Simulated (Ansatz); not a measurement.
**Abstraction of H: Si2H6O2 + C3H5O → Si2H5O2 + C3H6O**

Gas-phase species: Si2H6O2 `O[SiH2][SiH2]O`, singlet; C3H5O `[CH2]OC=C`, doublet; Si2H5O2 `O[SiH][SiH2]O`, doublet; C3H6O (methoxyethene) `C=COC`, singlet. A radical takes H: the energy is the difference in strength between the Si–H bond broken and the C–H bond made.

Shapes, held fixed at every level: PBE0-D4/def2-TZVP. Flexible molecules stand in one conformer, not always the lowest. Programs: Ansatz 0.2.0. Electronic energies: no zero-point or thermal term.

```
               level                    kind  ΔE (kJ/mol)  less CCSD(T)/CBS estimate
       HF/def2-TZVPP            Hartree–Fock        -33.3                      +23.8
 B3LYP-D4/def2-TZVPP           global hybrid        -53.3                       +3.8
  PBE0-D4/def2-TZVPP           global hybrid        -60.6                       -3.5
  wB97M-V/def2-TZVPP  range-separated hybrid        -54.2                       +2.9
   B2PLYP/def2-TZVPP           double hybrid        -54.2                       +2.9
     CCSD/def2-TZVPP   coupled cluster or CI        -54.3                       +2.8
CCSD(T)/CBS estimate   coupled cluster or CI        -57.1                        0.0
```

The highest level, CCSD(T)/CBS estimate, gives ΔE = -57.1 kJ/mol; the levels span -60.6 to -33.3. The column of differences is taken from that level and isn't an error. No measured value is set beside it here. Spin contamination: C3H5O (⟨S²⟩ up to 0.78). Open shells run unrestricted. The CBS estimate extrapolates MP2 from def2-TZVPP and def2-QZVPP and adds CCSD(T) − MP2 in the triple-zeta set, cores frozen.
